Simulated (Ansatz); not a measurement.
Reaction (isomerisation): `C[SiH](O)O[SiH](O)O` → `CO[SiH](O)O[SiH2]O`

Gas-phase electronic energies from Ansatz, PBE0-D4/def2-TZVP geometries. CCSD(T)/CBS adds triple-zeta CCSD(T) − MP2 to the extrapolated MP2 energy (def2 sets, frozen cores). DFT in def2-TZVPP. B3LYP here is the variant with VWN-RPA as its local correlation; programs differ in this. One conformer a species, not always the lowest.

`C[SiH](O)O[SiH](O)O`:

Cartesian coordinates in Å:
```
C -2.258 -0.043 -1.466
Si -0.462 0.163 -1.092
O -0.131 1.763 -0.978
O -0.104 -0.574 0.344
Si 0.994 -0.394 1.516
O 1.735 1.048 1.245
O 2.185 -1.513 1.489
H -2.510 0.448 -2.409
H -2.869 0.400 -0.675
H -2.516 -1.101 -1.553
H 0.386 -0.483 -2.129
H 0.645 1.979 -0.449
H 0.292 -0.431 2.815
H 2.632 1.143 1.569
H 1.982 -2.406 1.772
```

`CO[SiH](O)O[SiH2]O`:

Cartesian coordinates in Å:
```
C -1.113 0.687 1.931
O -0.420 0.055 0.871
Si -0.759 0.304 -0.712
O -0.754 1.921 -0.935
O 0.400 -0.460 -1.544
Si 1.813 -1.226 -1.191
O 1.728 -1.908 0.293
H -1.051 1.774 1.845
H -0.653 0.378 2.870
H -2.166 0.389 1.946
H -2.075 -0.254 -1.091
H -1.082 2.274 -1.763
H 2.900 -0.219 -1.273
H 2.027 -2.310 -2.173
H 1.204 -1.405 0.927
```

Task: Is it downhill or uphill in electronic energy at CCSD(T)/CBS, and by how much? (Estimate.)

Result: The calculation gave: Uphill: ΔE = +26.5 kcal/mol.

Task: What do these levels give: PBE-D4, ωB97M-V, r2SCAN, PBE0, B3LYP, HF/def2-TZVPP, CCSD(T)/def2-TZVPP, HF/def2-QZVPP, MP2/def2-QZVPP, SCS-MP2/def2-QZVPP, HF/CBS(def2), MP2/CBS(def2)? (Best estimate.)

Result: The calculation gave: PBE-D4 26.2, ωB97M-V 26.5, r2SCAN 27.0, PBE0 26.6, B3LYP 24.7, HF/def2-TZVPP 22.7, CCSD(T)/def2-TZVPP 25.8, HF/def2-QZVPP 22.6, MP2/def2-QZVPP 27.6, SCS-MP2/def2-QZVPP 25.6, HF/CBS(def2) 22.5, MP2/CBS(def2) 28.0 kcal/mol.

Largest T1 diagnostic among the species: 0.012.

In def2-TZVPP, CCSD(T) changes the Hartree–Fock value by +3.0 kcal/mol (the triples alone add +0.2 kcal/mol) and MP2 by +4.5 kcal/mol.
